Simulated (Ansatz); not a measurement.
Cost and result for the atomization energy of CH5AlF2OSi (`[CH3][AlH][O][SiH](F)F`) (11 atoms, 10 bonds).

```
atom   x (Å)   y (Å)   z (Å)
  C1  -2.235  -0.216  -0.663
 Al2  -0.801  -0.450   0.619
  O3   0.750   0.100   0.189
 Si4   2.297   0.465   0.120
  F5   3.160  -0.852  -0.058
  F6   2.772   1.134   1.476
  H7  -2.766   0.723  -0.472
  H8  -1.866  -0.175  -1.690
  H9  -2.976  -1.017  -0.592
 H10  -0.949  -1.094   2.054
 H11   2.613   1.382  -0.983
```

Charge 0, multiplicity 1. The geometry is a stationary point of PBE0-D4/def2-TZVP. It is one conformer, not always the lowest. Program: Ansatz. All runs use 4 threads of an Intel Xeon Platinum 8488C on a shared host. Times are those of one run each, without the atoms' runs, and a repeat can differ threefold. Electronic energies, without spin–orbit coupling; frozen cores. CCSD(T)/CBS adds CCSD(T) − MP2 in def2-TZVPP to the MP2 limit, and its time is that of the two runs behind it. T1 = 0.012. B3LYP takes the VWN-RPA correlation (the form of Gaussian; ORCA's B3LYP/G).

CCSD(T)/CBS is a level of theory with its own doubt, some kJ/mol a heavy atom from the limit and from the frozen cores, so smaller differences don't rank the functionals.

```
                             level  functions  wall time  atomization (kJ/mol)  difference from CCSD(T)/CBS  per bond
   PBE-D4/def2-TZVPP (with forces)        278      2.3 s                4346.4                        -17.4      -1.7
                PBE0-D4/def2-TZVPP        278      3.9 s                4279.2                        -84.6      -8.5
r2SCAN-D4/def2-TZVPP (with forces)        278      3.9 s                4348.0                        -15.8      -1.6
 B3LYP-D4/def2-TZVPP (with forces)        278      5.5 s                4312.2                        -51.6      -5.2
                 B2PLYP/def2-TZVPP        278        6 s                4296.6                        -67.2      -6.7
                ωB97X-V/def2-TZVPP        278        8 s                4346.1                        -17.7      -1.8
  ωB97M-V/def2-TZVPP (with forces)        278      9.5 s                4346.2                        -17.6      -1.8
                    MP2/def2-QZVPP        518       22 s                4429.8                         66.0       6.6
                CCSD(T)/def2-TZVPP        278    3.1 min                4243.1                       -120.7     -12.1
                 CCSD(T)/CBS(def2)          –    3.5 min                4363.8                          0.0       0.0
```

The D4 term adds +34.1 kJ/mol with B3LYP and +18.0 kJ/mol with PBE0; it sums over pairs of atoms, weighted by their polarisabilities, and B3LYP, whose exchange is more repulsive, gets the larger term. In def2-TZVPP, CCSD(T) changes the Hartree–Fock value by +950.4 kJ/mol (the triples alone add +52.8 kJ/mol) and MP2 by +1062.5 kJ/mol; breaking electron pairs costs correlation energy, which Hartree–Fock lacks. From PBE to PBE0 (25 % exact exchange), in def2-TZVPP and without D4, the atomization energy moves by −64.1 kJ/mol: exact exchange takes away binding that semilocal exchange gives to molecules.
